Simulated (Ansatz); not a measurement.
Basis-set extrapolation for C3H7ClMg, SMILES `C[CH](C)[Mg][Cl]` (PBE0-D4/def2-TZVP geometry, frozen core, the Gaussian-basis code of Ansatz). Multiplicity 1, RHF reference. For Mg the program correlates outer-core shells too, which these sets cover unevenly, so the extrapolated numbers aren't a true limit.

|  | def2-TZVPP | def2-QZVPP |
| --- | --- | --- |
| HF | -776.907203 | -776.934501 |
| MP2 correlation | -0.921279 | -1.015393 |
| CCSD(T) correlation | -1.012368 | not run |

Energies in hartree. Use E(X) = E(∞) + A·exp(−7.88·√X) for Hartree–Fock and E(X) = E(∞) + B·X^(−2.97) for correlation, with X = 3 and 4, and add CCSD(T) minus MP2 of the smaller set to the MP2 limit.

Task: What is the CCSD(T) energy at the basis-set limit?

Result: HF limit: -776.934501 + (-0.027298) × 0.13774 = -776.93826. MP2 limit: -1.015393 + (-0.094114) × 0.74074 = -1.08511. Higher-order term: -1.012368 − (-0.921279) = -0.09109. Total: -778.11446 hartree, 511.7 kJ/mol below CCSD(T)/def2-TZVPP.
